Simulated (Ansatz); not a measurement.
Cl2Te (SMILES Cl[Te]Cl) moved off its minimum; all values from Ansatz (a first-principles code), cores frozen in correlated methods. Elements past Kr take the def2 small-core potentials, without spin–orbit coupling.
(charge 0, multiplicity 1)
```xyz
3

Te    -0.0980    -0.0648     0.5331
Cl     1.1336     1.3427    -0.9141
Cl    -1.2647    -1.3063    -0.9511
```

Task: Give the forces (eV/Å), the total energy and the dipole at CCSD(T)/def2-TZVPPD.

Result: 
| atom | Fx | Fy | Fz |
|---|---|---|---|
| Te1 | 0.827 | 0.887 | 0.831 |
| Cl2 | -0.195 | -0.219 | 0.104 |
| Cl3 | -0.632 | -0.668 | -0.936 |
Energy -1186.6311 hartree, dipole 1.79 D.
